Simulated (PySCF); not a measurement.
Ionising PbS

RHF-MP2; basis Pb def2-SVP with ECP60, S def2-SVP; scalar-relativistic core potentials; PySCF 2.14. Neutral (RHF): singlet (closed shell), Re = 2.325 Å, ωe = 436 cm⁻¹, De = 4.10 eV.

PbS⁺ (UHF): doublet (π ↑), Re = 2.487 Å, ωe = 356 cm⁻¹. The energies at the minima are -589.48762 hartree for PbS and -589.17106 for PbS⁺.

Task: Work out the adiabatic ionisation energy, without and with harmonic zero-point energies (1 hartree = 27.2114 eV, 1 eV = 8065.5 cm⁻¹), and the change of the bond length.

Result: At MP2: 0.31656 hartree = 8.614 eV between the minima; the zero-point term (356.0 − 436.0)/2 cm⁻¹ = -0.005 eV makes it 8.609 eV. Re changes by +16.2 pm against the neutral. The electron leaves a π orbital, and the longer bond of the ion fits a bonding orbital, or a change in how ionic the bond is.

Correlated steps freeze 9 core orbitals. Correlated levels converge slowly with the basis: in double zeta they bind strong bonds too weakly, by up to about 1 eV, and carry superposition errors of some tenths. Spin–orbit coupling is left out, which matters for elements this heavy, above all for dissociation energies. Where the molecule has an RHF reference, its open-shell atoms are computed with UHF. States were picked by a PBE0 search and need not be the measured ground states.

Neutral and ion stand on different kinds of reference determinant, which adds to the error of the difference.
